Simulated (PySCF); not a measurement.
These 2 structures share the formula C8H12O2Si. Method used: PBE0-D3(BJ)/def2-SVP geometry optimisation, gas phase in PySCF 2.14.0. Energies are electronic, without zero-point or thermal terms, for one conformer each. No frequencies were run at this level. Point groups hold within 0.08 Å.

Question: Order them by energy at this level, lowest first, and give relative energies in kJ/mol.
A. `[CH3:1][O:2][SiH2:3][O:4][CH2:5][c:6]1[cH:7][cH:8][cH:9][cH:10][cH:11]1` with C1–O2–Si3–O4 -66°, O2–Si3–O4–C5 -55°, Si3–O4–C5–C6 81°, O4–C5–C6–C7 60°
B. Si(vinyl)3(OAc), `C=C[Si](C=C)(C=C)OC(C)=O`

Answer: A (0.0), B (165.7).

| SMILES | E (Eh) | E rel (kJ/mol) | dipole (D) | point group | A, B, C (MHz) |
| --- | --- | --- | --- | --- | --- |
| CO[SiH2]OCc1ccccc1 | -751.01162 | 0.0 | 1.34 | C1 | 1606, 690.3, 600.4 |
| C=C[Si](C=C)(C=C)OC(C)=O | -750.94852 | 165.7 | 1.74 | C1 | 1045, 737.9, 713.9 |
